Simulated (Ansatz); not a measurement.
`CO[SiH2][NH][GeH3]` + `CC(O)=S` → `CC(=S)[O][GeH3]` + `CO[SiH2]N`  (ligand exchange at a Ge–N bond)

Gas-phase electronic energies from Ansatz, PBE0-D4/def2-TZVP geometries. CBS: MP2 limit from def2 TZ/QZ plus the TZ coupled-cluster correction, frozen cores. This one scheme is used for every species. DFT in def2-TZVPP. For Ge outer-core shells are correlated without core-valence functions, which leaves a few kJ/mol of doubt a bond. Scalar relativity is left out up to krypton. One conformer a species, not always the lowest.

**Question.** Is it downhill or uphill in electronic energy at CCSD(T)/CBS, and by how much? (Estimate.)

**Answer.** Ansatz gave: Uphill: ΔE = +0.11 eV.

**Question.** What do these levels give: PBE0-D4, ωB97X-V, B2PLYP, PBE, r2SCAN, PBE0, SCS-MP2/def2-TZVPP, CCSD/def2-TZVPP, CCSD(T)/def2-TZVPP, MP2/def2-QZVPP, SCS-MP2/def2-QZVPP, HF/CBS(def2)? (An estimate is asked.)

**Answer.** Ansatz gave: PBE0-D4 0.14, ωB97X-V 0.11, B2PLYP 0.09, PBE 0.11, r2SCAN 0.11, PBE0 0.14, SCS-MP2/def2-TZVPP 0.10, CCSD/def2-TZVPP 0.13, CCSD(T)/def2-TZVPP 0.12, MP2/def2-QZVPP 0.10, SCS-MP2/def2-QZVPP 0.09, HF/CBS(def2) 0.11 eV.

Largest T1 diagnostic among the species: 0.017.
